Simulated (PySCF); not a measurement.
Species: cis-PdH2(PF3)2 (singlet state).
Bonds: Pd1–P4, Pd1–P8, P4–F5, P4–F6, P4–F7, P8–F9, P8–F10, P8–F11. Hydrogens: H2, H3 on Pd1.

Theory: PBE0-D3(BJ)/def2-SVP geometry optimisation, gas phase, def2 core potentials past Kr (PySCF).

How far are the bound atoms from Pd1?

4 atoms: H2 1.826 Å, H3 1.827 Å, P4 2.228 Å, P8 2.229 Å. The nearest atom not counted as bound is F5, at 3.27 Å (others tie with it).

List the angles at Pd1.

| angle | degrees | distance of the outer atoms (Å) |
| --- | --- | --- |
| H2–Pd1–P4 | 133.9 | 3.73 |
| H3–Pd1–P8 | 133.6 | 3.73 |
| P4–Pd1–P8 | 118.8 | 3.84 |
| H3–Pd1–P4 | 107.6 | 3.28 |
| H2–Pd1–P8 | 107.3 | 3.27 |
| H2–Pd1–H3 | 26.3 | 0.83 |

Describe the arrangement about Pd1 in numbers.

Angles from 26.3° to 133.9°; τ4 = (360° − α − β)/141° = 0.66 with α and β the two widest (0 for a square, 1 for a tetrahedron).

What are the other bond lengths?

P4–F5 and 5 like bonds 1.590 Å. (A selection.)

Give some angles away from the centre.

Pd1–P4–F5 116.9°, Pd1–P4–F7 124.4°, F5–P4–F6 98.0°.

What are the rotational constants (commonest isotopes, rigid rotor)?

A = 1496, B = 448.7, C = 405.8 MHz: a near-prolate asymmetric top.

Charge 0, singlet. No frequency check.

Time: 3.7 min wall; peak memory 0.73 GiB. Hardware: one thread, Intel Xeon 6975P-C (x86_64), shared host with 192 logical CPUs at a one-minute load of 22. This is the geometry optimisation.
